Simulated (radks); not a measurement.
All-electron atom: the erbium ion Er4+ in [Xe] 4f10. All-electron calculation, scalar-relativistic Kohn-Sham, LDA (Slater exchange, Perdew-Wang correlation), spin-polarised, spherical densities, finite nucleus; open shells are filled with parallel spins first (spin-orbit coupling, left out, can overturn this in heavy ions); Fermi nuclear charge, rms radius 5.2516 fm. Program: a radial shooting solver on a logarithmic mesh with Libxc functionals.

Normalised radial functions P(r) = r R(r), r in bohr:

```
   r/bohr * 4f down (the largest magnitude, 1.17, reaches the edge; | marks zero)
 0.002541 *
 0.003362 *
 0.004449 *
 0.005839 *
 0.007726 *
  0.01014 *
  0.01342 *
  0.01761 *
   0.0233 *
  0.03059 *
  0.04047 *
  0.05312 |*
  0.07029 | *
  0.09226 |   *
   0.1221 |        *
   0.1615 |               *
    0.212 |                         *
   0.2805 |                                      *
   0.3682 |                                                 *
   0.4872 |                                                      *
   0.6395 |                                                   *
   0.8461 |                                         *
    1.111 |                             *
    1.469 |                 *
    1.929 |        *
    2.552 |   *
     3.35 |*
    4.432 *
```

4f down: eigenvalue -54.713 eV, 0 radial nodes, <r> = 0.735 bohr, 90 % of the charge inside 1.24 bohr.
